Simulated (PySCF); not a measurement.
## Two-component Hartree-Fock for Ag (silver, neutral)

Start: [Kr] 4d10 5d1; 5d5/2 filled at m_j = +5/2. Calculated with PySCF 2.14 in x2c-TZVPall-2c with one added diffuse shell each of s, p, d type (9s10p8d1f, 86 functions): generalised Hartree-Fock with the X2C-1e Hamiltonian and a Gaussian nucleus; one run each with spin-orbit coupling (SO) switched off, then screened by Boettger's factors. This is a chosen level, not necessarily the ground level.

| spinor shell | electrons | ε, spin-free (eV) | ε, screened SO (eV) | weight of nominal j (screened SO) | rms radius, screened SO (bohr) |
| --- | --- | --- | --- | --- | --- |
| 1s1/2 | 2 | -25649.9 | -25648.0 | 1.000 | 0.0357 |
| 2s1/2 | 2 | -3866.1 | -3865.6 | 1.000 | 0.146 |
| 2p1/2 | 2 | -3461.3 | -3582.7 | 1.000 | 0.127 |
| 2p3/2 | 4 | -3461.3 | -3405.3 | 1.000 | 0.131 |
| 3s1/2 | 2 | -749.01 | -748.89 | 1.000 | 0.392 |
| 3p1/2 | 2 | -612.73 | -634.92 | 1.000 | 0.387 |
| 3p3/2 | 4 | -612.73 | -602.47 | 1.000 | 0.398 |
| 3d3/2 | 4 | -398.28 | -402.07 | 1.000 | 0.374 |
| 4s1/2 | 2 | -120.51 | -120.50 | 1.000 | 0.981 |
| 4p1/2 | 2 | -79.012 | -82.724 | 1.000 | 1.06 |
| 4p3/2 | 4 | -79.012 | -77.310 | 1.000 | 1.09 |
| 4d3/2 | 4 | -18.323 | -18.731 | 1.000 | 1.49 |
| 4d5/2 | 6 | -18.323 | -18.057 | 1.000 | 1.52 |
| 5d5/2 | 1 | -1.233 | -1.231 | 1.000 | 8.26 |

(1) Where does 3d5/2 lie, and what is the 3d spin-orbit splitting (screened SO)?

```csv
quantity,spin-free,screened SO
E (hartree),-5312.14575,-5313.12828
M_J,5/2,5/2
⟨J²⟩,8.750,8.750
⟨L²⟩,6.000,6.015
⟨S²⟩,0.750,0.765
```

Breit and QED terms are absent; they matter most for the inner s and p1/2 levels.

Densities and radii are taken from the X2C orbitals without a picture-change correction, which distorts them close to the nucleus.

Without spin-orbit coupling the j labels of p, d and f shells carry no meaning; the spin-free column gives the mean over the occupied spinors of each nl shell.

## Answers

(1) At -395.65 eV, 6.426 eV above 3d3/2.
